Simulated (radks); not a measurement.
The cobalt ion Co3+, configuration [Ar] 3d6.

Method: Dirac Kohn-Sham, BLYP, spin-unpolarised, spherical densities, finite nucleus; open shells fill j = l - 1/2 first; Fermi nuclear charge, rms radius 3.7875 fm; computed with a radial shooting solver on a logarithmic mesh with Libxc functionals.

Energy parts (hartree):
| part | energy |
|---|---|
| total | -1391.24971 |
| kinetic | 1412.30679 |
| electron-nucleus | -3301.85157 |
| Hartree | 556.96191 |
| exchange-correlation | -58.66684 |

Orbitals (lengths in bohr, moments of r in powers of bohr):
| orbital | occ. | eigenvalue (hartree) | <r^4> | <r^2> | <r> |
|---|---|---|---|---|---|
| 1s1/2 | 2 | -280.5027 | 0.00004637 | 0.004246 | 0.05619 |
| 2s1/2 | 2 | -34.47492 | 0.01035 | 0.07701 | 0.2553 |
| 2p1/2 | 2 | -30.10561 | 0.007598 | 0.06107 | 0.2228 |
| 2p3/2 | 4 | -29.56036 | 0.007962 | 0.06267 | 0.2259 |
| 3s1/2 | 2 | -5.16171 | 0.7471 | 0.6807 | 0.7682 |
| 3p1/2 | 2 | -3.85303 | 0.9778 | 0.7514 | 0.7992 |
| 3p3/2 | 4 | -3.78314 | 1.023 | 0.7686 | 0.8084 |
| 3d3/2 | 4 | -1.66269 | 2.886 | 1.121 | 0.9407 |
| 3d5/2 | 2 | -1.65456 | 2.933 | 1.130 | 0.9446 |
| 4s1/2 | 0 | -1.20439 | 44.10 | 5.443 | 2.197 |
| 4p1/2 | 0 | -0.93226 | 75.96 | 7.101 | 2.506 |
| 4p3/2 | 0 | -0.92482 | 78.13 | 7.206 | 2.525 |

The highest occupied level is 3d5/2 at -45.023 eV. Summed over all electrons, <r^2> = 13.22 bohr^2, which gives a Langevin (diamagnetic) susceptibility term of -10.5 x 10^-6 cm^3/mol. The electron density at the nucleus is 1.723e+04 e/bohr^3. For comparison, the ionisation energy in NIST's Atomic Spectra Database is 51.3 eV (semi-empirical). In exact Kohn-Sham theory the highest level is minus the ionisation energy, but local and semilocal functionals leave it too shallow, through self-interaction and a potential that decays too fast; potentials with the right tail come closer. The density falls to 0.001 e/bohr^3 at r = 2.73 bohr.

Beside tabulated values, note that spin-unpolarised runs miss the spin-polarisation part of the exchange energy of open shells.
